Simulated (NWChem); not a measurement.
System: C$_{2}$H$_{5}$NSi; SMILES C#C[SiH2]N

Here is an NWChem input.

```
start job
memory heap 200 mb stack 900 mb global 1100 mb
geometry units angstroms
  C      2.254660     0.490427     0.230858
  C      1.136926     0.064245     0.119187
  Si    -0.571790    -0.622827    -0.064678
  N     -1.598811     0.760553    -0.122805
  H      3.231289     0.869808     0.332477
  H     -0.980593    -1.377866     1.121016
  H     -0.571452    -1.479170    -1.265314
  H     -2.596796     0.629525    -0.133919
  H     -1.346706     1.533895    -0.716678
end
basis spherical
  * library def2-svp
end
dft
  xc pbe0
  iterations 150
end
driver
  maxiter 120
end
task dft optimize
task dft freq
```

The level has its own optimisation; frequencies are unscaled.

### Question
Predict the main results of this run. (PBE0/def2-SVP.) Quantities: r C–C (Å); r C–H (Å); r C–Si (Å); r N–Si (Å); highest harmonic frequency (cm⁻¹); lowest (cm⁻¹); zero-point energy (kcal/mol); dipole (D).

### Answer
```json
{
  "r C–C (Å)": "1.217",
  "r C–H (Å)": "1.076",
  "r C–Si (Å)": "1.840",
  "r N–Si (Å)": "1.725",
  "highest harmonic frequency (cm⁻¹)": "3719",
  "lowest (cm⁻¹)": "106",
  "zero-point energy (kcal/mol)": "39.0",
  "dipole (D)": "1.29"
}
```
